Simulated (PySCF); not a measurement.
**Structure revision by computed shifts**

A compound C₃H₁₀OSi₂ gives the data below (simulated from a calculation) and was assigned the structure `C=C[Si@@H](C)O[SiH3]`.

$^{13}$C{$^{1}$H} NMR (computed): δ 165.1 (CH), 148.3 (CH), -0.5 (CH3).

$^{1}$H NMR (600 MHz, computed): δ 7.13 (m, 1H), 6.82 (m, 1H), 5.28 (m, 1H), 4.22 (d, 3H), 1.21 (br s, 1H), 0.25 (d, 3H).

Theory: GFN2-xTB geometry, GIAO PBE0/pcSseg-1 shieldings, in PySCF (non-relativistic Hamiltonian, fast rotation and ring inversion assumed for equivalent nuclei, one computed conformer, isolated molecule).

Referencing at the same level of theory: $^{1}$H, $^{13}$C vs TMS.

(1) Compare with the shifts computed for the proposed structure, pairing carbons in order of shift.

(2) Which isomer fits?

Answers

(1) Numbering as in the mapped SMILES `[CH2:1]=[CH:2][Si@@H:3]([CH3:4])[O:5][SiH3:6]`. Hydrogens are named by the atom that carries them.

```
atom  computed for proposal  given list  difference
  C2                  145.8       165.1       -19.3
  C1                  139.8       148.3        -8.5
  C4                    1.6        -0.5        +2.1
```

The rms difference is 12.2 ppm and the largest -19.3 ppm at C2 (alkene CH). The carbon types in order of shift don't match either: CH, CH2, CH3 for the proposal against CH, CH, CH3 in the data. The proposal doesn't fit.

(2) `C[Si@H](O)/C=C/[SiH3]`.

Carbon types of the structure: 2 × CH, 1 × CH3, leaving 5 H on heteroatoms. δC 165.1, 148.3: alkene CH. δC -0.5: methyl carbon bonded to Si; an electropositive neighbour leaves it electron-rich and shielded. δH 7.13, 6.82: hydrogen on an alkene CH; olefinic region. δH 1.21: hydrogen on an oxygen bonded to Si; exchangeable, gas-phase position.

Other isomers checked: C=CO[SiH2]C[SiH3] (rms 31.7 ppm); C=C[Si@@H]([SiH3])OC (rms 33.4 ppm).

The data come from this structure; uniqueness wasn't tested. Such data don't tell enantiomers apart.

Exchangeable OH/NH protons stand at their gas-phase positions; hydrogen bonding in a real sample shifts them, mostly to higher δ. Shifts are as computed. Against solution values, carbons near 30 ppm lie about +3 ppm off and those near 130 ppm about +5 ppm (rms about the fit 2.1 ppm; single classes can miss by 10 ppm). Of 1328 compounds with measured shifts, 309 miss one by over three times the rms of a fit or turn the order of signals round; such compounds aren't used in these exercises. Signals without a measured value on file couldn't be tested in this way; 1H shifts scatter by 0.2 ppm about their fit, and single ones miss by 0.5 ppm. No couplings were computed; multiplicities are counted from neighbouring protons, with m where these are inequivalent, close in shift, in a saturated or five-membered ring or joined by F or P, and br s for small geminal =CH2 splittings.
